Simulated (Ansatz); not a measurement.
Relaxation of CH₈AlNS (12 atoms, charge 0, multiplicity 1), to a largest force component of 0.03 eV/Å in at most 50 steps.

The calculation used Ansatz, RKS BLYP/def2-SVP.

```xyz
12
Properties=species:S:1:pos:R:3:forces:R:3
Al 0.265 0.284 -0.364 0.24 0.08 0.01
S 2.230 0.778 0.623 0.01 -0.02 -0.23
C -0.437 -1.548 -0.467 -0.03 -0.01 -0.01
N -0.573 1.680 -1.101 0.00 0.00 -0.01
H 0.080 0.478 2.174 2.33 0.42 -0.41
H -0.601 0.358 2.322 -2.54 -0.45 0.63
H 2.461 -0.516 0.985 0.00 0.00 0.00
H -1.474 -1.572 -0.861 0.00 -0.01 0.00
H -0.444 -2.026 0.534 -0.01 -0.03 0.01
H 0.184 -2.188 -1.129 0.01 0.01 0.00
H -0.223 2.642 -1.125 0.00 0.01 0.00
H -1.470 1.630 -1.592 -0.01 0.00 0.00
```

Task: Where does it end, and by what steps?

Result: The forces met the threshold. The force dipped under the threshold on the way, but the program's further checks kept it going. After 18 steps the energy has fallen by 0.165 eV; H6 moved furthest, 1.57 Å.

| step | energy less start (eV) | largest force component (eV/Å) | accepted |
| --- | --- | --- | --- |
| 0 | 0.0000 | 2.543 | yes |
| 1 | -0.1257 | 0.213 | yes |
| 2 | -0.1434 | 0.080 | yes |
| 3 | -0.1470 | 0.232 | yes |
| 4 | -0.1522 | 0.057 | yes |
| 5 | -0.1547 | 0.137 | yes |
| 6 | -0.1569 | 0.033 | yes |
| 7 | -0.1589 | 0.152 | yes |
| 8 | -0.1599 | 0.201 | yes |
| 9 | -0.1609 | 0.137 | yes |
| 10 | -0.1623 | 0.031 | yes |
| 11 | -0.1634 | 0.047 | yes |
| 12 | -0.1637 | 0.106 | yes |
| 13 | -0.1641 | 0.052 | yes |
| 14 | -0.1643 | 0.028 | yes |
| 15 | -0.1645 | 0.015 | yes |
| 16 | -0.1647 | 0.033 | yes |
| 17 | -0.1648 | 0.015 | yes |
| 18 | -0.1648 | 0.011 | yes |

```xyz
12
Properties=species:S:1:pos:R:3
Al 0.217 0.288 -0.618
S 1.989 0.833 0.626
C -0.466 -1.554 -0.750
N -0.545 1.651 -1.488
H 0.218 0.512 3.234
H -0.219 0.340 3.841
H 2.214 -0.452 1.024
H -1.359 -1.622 -1.405
H -0.750 -1.949 0.249
H 0.304 -2.242 -1.160
H -0.232 2.626 -1.468
H -1.372 1.570 -2.085
```

The run took 39 s on 2 threads of Arm Neoverse V2, on a shared host, peak memory 0.29 GiB.
